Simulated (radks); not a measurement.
Values are calculated unless marked as measured or tabulated.
Neutral promethium inside a hard spherical wall (all orbitals vanish at R), configuration held at [Xe] 4f5 6s2 and not refilled when levels cross. Code: a radial shooting solver on a logarithmic mesh with Libxc functionals. Model: scalar-relativistic Kohn-Sham, LDA (Slater exchange, VWN5 correlation), spin-polarised, spherical densities, point nucleus; open shells are filled with parallel spins first (spin-orbit coupling, left out, can overturn this in heavy ions). Eigenvalues in eV for spin up, with the zero of energy where the potential of the charges vanishes at infinity; a dash marks a level that is unbound or too diffuse for the functional's potential to be trusted. A positive occupied level is held by the wall or, in an anion where self-interaction has pushed it up, behind a barrier. The pressure on the wall is -dE/dV.

R (bohr)  E (hartree)  kinetic (hartree)    e(5s)    e(5p)   e(6s)   e(4f)  e(5d, empty)  e(6p, empty)  pressure (GPa)
free      -10013.6829          10678.628  -42.742  -23.342  -3.760  -3.308        -2.147        -1.301               0
15        -10013.6829          10678.628  -42.739  -23.338  -3.757  -3.305        -2.144        -1.286        0.000267
10        -10013.6795          10678.657  -42.539  -23.142  -3.596  -3.108        -1.967        -0.908          0.0753
5         -10013.3297          10680.113  -38.382  -19.168   3.026   1.190         2.507         9.310            33.6
4         -10012.6207          10682.816  -34.430  -15.380  13.223   5.701         7.749        23.065             188
3         -10009.5100          10694.266  -23.412   -3.700  48.608  18.991        24.194        65.880            1680
2.5       -10004.0901          10712.613   -9.056   12.824  98.463  35.106        46.747        122.17            6410
2          -9988.4633          10761.260   26.543   54.647  215.89  67.641        100.89        249.42           31000
1.5        -9932.0564          10926.314   147.18   191.87  546.21  146.50        260.91        594.34          225000
